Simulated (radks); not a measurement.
Spherical quantum dot in the effective-mass picture: electrons in a parabolic well V = omega^2 r^2 / 2 with omega = 0.984, all in effective atomic units (hartree* = m*/eps^2 hartree, bohr* = eps/m* bohr), one dielectric constant everywhere. Method: non-relativistic Kohn-Sham, LDA (Slater exchange, Perdew-Wang correlation), spin-polarised, spherical densities; computed with a radial shooting solver with Libxc functionals. Levels are named by radial order and angular momentum (1s, 1p, 1d, 2s, ...), and open shells are averaged over m. Results are scaled to m* = 0.129 and eps = 10.8, for which hartree* = 30.09 meV and bohr* = 4.43 nm. Each electron was tried in the lowest free levels, single moves between levels near the top were tried too, and the lowest total energy was kept; such a search can miss a lower state. At N = 1 the Hartree and exchange-correlation terms need not cancel, so that row can carry a self-interaction error.

N,open shells,2S,E (meV),mu = E(N) - E(N-1) (meV),addition energy mu(N+1) - mu(N) (meV),e(HOMO) (meV),rms radius (nm)
1,"1s(up 1, down 0)",1,45.3882,45.388,21.26,53.721,5.513
2,none,0,112.036,66.648,40.74,74.785,5.854
3,"1p(up 1, down 0)",1,219.427,107.39,13.95,114.31,6.596
4,"1p(up 2, down 0)",2,340.768,121.34,14.02,128.37,7.029
5,"1p(up 3, down 0)",3,476.133,135.36,17.40,142.33,7.349
6,"1p(up 3, down 1)",2,628.895,152.76,12.80,159.13,7.632
7,"1p(up 3, down 2)",1,794.453,165.56,12.83,171.99,7.872
8,none,0,972.843,178.39,32.69,184.77,8.087
9,"1d(up 1, down 0)",1,1183.92,211.08,11.29,216.73,8.389
10,"1d(up 2, down 0)",2,1406.29,222.37,11.22,227.99,8.648
11,"1d(up 3, down 0)",3,1639.88,233.59,11.13,239.17,8.877
12,"1d(up 4, down 0)",4,1884.59,244.71,11.02,250.24,9.084
13,"1d(up 5, down 0)",5,2140.32,255.73,13.71,261.20,9.273
14,"1d(up 5, down 1)",4,2409.77,269.44,10.45,274.67,9.454
15,"1d(up 5, down 2)",3,2689.66,279.89,10.40,285.11,9.623
16,"1d(up 5, down 3)",2,2979.96,290.30,10.33,295.48,9.782
17,"1d(up 5, down 4)",1,3280.59,300.63,10.25,305.77,9.933
18,none,0,3591.48,310.89,13.14,315.98,10.08
19,"2s(up 1, down 0)",1,3915.50,324.02,11.49,329.22,10.22
20,none,0,4251.01,335.51,22.35,340.65,10.36
21,"1f(up 1, down 0)",1,4608.87,357.86,9.312,362.53,10.51
22,"1f(up 2, down 0)",2,4976.04,367.17,9.257,371.81,10.66
23,"1f(up 3, down 0)",3,5352.48,376.43,9.198,381.04,10.81
24,"1f(up 4, down 0)",4,5738.10,385.63,-,390.21,10.94

All shells are closed at N = 2, 8, 18, 20 (there: 1s2 1p6 1d10 2s2); the second difference of the energy has clear peaks (12 % above both neighbours; the first and last values, which can be the largest, are not judged, and half-filled shells can peak too) at N = 2, 5, 8, 13, 18, 20.
